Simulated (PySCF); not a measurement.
Basis-set dependence of SbCl at PBE0

PySCF, UKS reference; triplet, unpaired electrons π ↑↑; De to Sb + Cl without counterpoise correction.

```json
{"basis": "cc-pVDZ-PP/cc-pV(D+d)Z", "relativity": "scalar-relativistic core potentials", "functions": "46", "Re (Å)": "2.369", "ωe (cm⁻¹)": "367", "De (eV)": "3.03", "μ (D)": "-2.49"}
{"basis": "x2c-SVPall", "relativity": "spin-free X2C", "functions": "54", "Re (Å)": "2.371", "ωe (cm⁻¹)": "371", "De (eV)": "3.06", "μ (D)": "-2.29"}
{"basis": "def2-SVPD", "relativity": "scalar-relativistic core potentials", "functions": "59", "Re (Å)": "2.385", "ωe (cm⁻¹)": "365", "De (eV)": "3.11", "μ (D)": "-2.44"}
{"basis": "cc-pVTZ-PP/cc-pV(T+d)Z", "relativity": "scalar-relativistic core potentials", "functions": "78", "Re (Å)": "2.344", "ωe (cm⁻¹)": "375", "De (eV)": "3.19", "μ (D)": "-2.10"}
{"basis": "def2-TZVPP", "relativity": "scalar-relativistic core potentials", "functions": "92", "Re (Å)": "2.338", "ωe (cm⁻¹)": "375", "De (eV)": "3.20", "μ (D)": "-2.09"}
{"basis": "def2-TZVPPD", "relativity": "scalar-relativistic core potentials", "functions": "107", "Re (Å)": "2.339", "ωe (cm⁻¹)": "373", "De (eV)": "3.21", "μ (D)": "-2.07"}
```

How does each smaller set differ from the one with most functions, def2-TZVPPD?

cc-pVDZ-PP/cc-pV(D+d)Z: +3.0 pm, -1.6 % in ωe, -0.18 eV in De; x2c-SVPall: +3.2 pm, -0.5 % in ωe, -0.15 eV in De; def2-SVPD: +4.6 pm, -2.1 % in ωe, -0.10 eV in De; cc-pVTZ-PP/cc-pV(T+d)Z: +0.5 pm, +0.5 % in ωe, -0.02 eV in De; def2-TZVPP: -0.1 pm, +0.5 % in ωe, -0.01 eV in De. All at PBE0; the set with most functions is neither the basis-set limit nor always the best. The rows treat relativity differently, so the differences are not basis effects alone.

A positive dipole means Sb(−)Cl(+). Spin–orbit coupling is left out, which matters for elements this heavy, above all for dissociation energies. The state was picked by a PBE0 search and need not be the measured ground state.
